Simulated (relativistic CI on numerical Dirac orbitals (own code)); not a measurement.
Hyperfine structure of Rh⁸⁺, mass number 103

Calculated at this level of theory: Dirac-Coulomb-Breit CI, separate exchange-only KLI orbitals for each configuration, model QED (radiative potential, 1s self-energy scaled to tabulated hydrogen-like ionisation energies), unscaled Slater integrals (own radial code, finite nucleus).

Configuration list (outside the closed core [Ar] 3d10): 4s2.4p6.4d, 4s2.4p6.4f, 4s2.4p5.4d2, 4s2.4p6.5s, 4s2.4p6.5p, 4s.4p6.4d2, 4s2.4p5.4d.4f, 4s2.4p6.5d, 4s2.4p6.6s, 4s2.4p6.6p, 4s.4p6.4d.4f, 4s2.4p6.5f, 4s2.4p5.4d.5s, 4s2.4p6.5g, 4p6.4d3, 4p5.4d4, 4p5.4d3.4f. Double excitations out of closed p, d and f shells are left out; levels of such configurations are missing from the list, as are those of other unlisted configurations, and high levels can miss mixing partners. These lack a partner that the ground configuration has and come out too high: 4s2.4p5.4d.5s.

Nuclear spin I = 1/2, μ = -0.08829 μN (tables of Stone and Pyykkö). The electronic factors are computed for point nuclear moments, without core polarisation or the Bohr-Weisskopf and QED corrections.

```tsv
Level	E (cm⁻¹)	A (MHz)
4s2.4p6.4d 2D_3/2	0	-306.2
4s2.4p6.4d 2D_5/2	5293	-131.9
4s2.4p6.5s 2S_1/2	294416	-5417
4s2.4p5.4d2 4D°_1/2	376704	-188.8
4s2.4p5.4d2 4D°_3/2	378379	-254.6
4s2.4p6.5p 2P°_1/2	380984	-1437
4s2.4p5.4d2 4D°_5/2	381250	-193.9
4s2.4p5.4d2 4D°_7/2	385932	-158.3
```

Levels with J = 0, under 50 % of one LS term, or S terms without an open s electron are left out. Small factors come from cancelling terms and can be off by tens of per cent or more.

At this charge configurations can still be misplaced by up to about 7 % of their energy.

(1) Give the hyperfine levels of 4s2.4p6.4d 2D_3/2 relative to its centre of gravity.

Results:

(1) With K = F(F + 1) − I(I + 1) − J(J + 1), E = AK/2: F = 1: 382.8, F = 2: -229.7 MHz.

LS names give the leading component of a level, which can be under half, so a name can repeat, a term be missing and a line seem to break the LS rules.
